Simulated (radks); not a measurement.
Question: These are the eigenvalues of the occupied orbitals of an atom or ion with whole-number occupations (hartree). Calculated with a radial shooting solver on a logarithmic mesh with Libxc functionals: scalar-relativistic Kohn-Sham, r2SCAN, spin-polarised, spherical densities, finite nucleus; meta-GGA in the generalised Kohn-Sham scheme; Fermi nuclear charge, rms radius of each element as measured or else 0.836 A^(1/3) + 0.57 fm.

orbital  eigenvalue
1s down   -1024.459
1s up     -1024.459
2s up     -156.1787
2s down   -156.1499
2p up     -140.3362
2p down   -140.3148
3s up     -31.95250
3s down   -31.94604
3p up     -26.72774
3p down   -26.71804
3d up     -18.64004
3d down   -18.61871
4s up      -7.05619
4s down    -6.96516
4p up      -5.46961
4p down    -5.37688
4d up      -3.12587
4d down    -3.03543

Which element is it, and in what charge state? The configuration may be excited. Open shells, if any, are filled with parallel spins first.

Answer: Z = 49, indium, charge +5: In5+ in [Kr] 4d8. The list shows which subshells hold electrons but not how many an open one holds; the 1s level, -1024.5 hartree, gives Z - s = 45.3 by -(Z - s)^2/2, which with screening and relativity narrows Z to a few neighbours, and the depths of the outer levels then fix element, charge and occupations together.
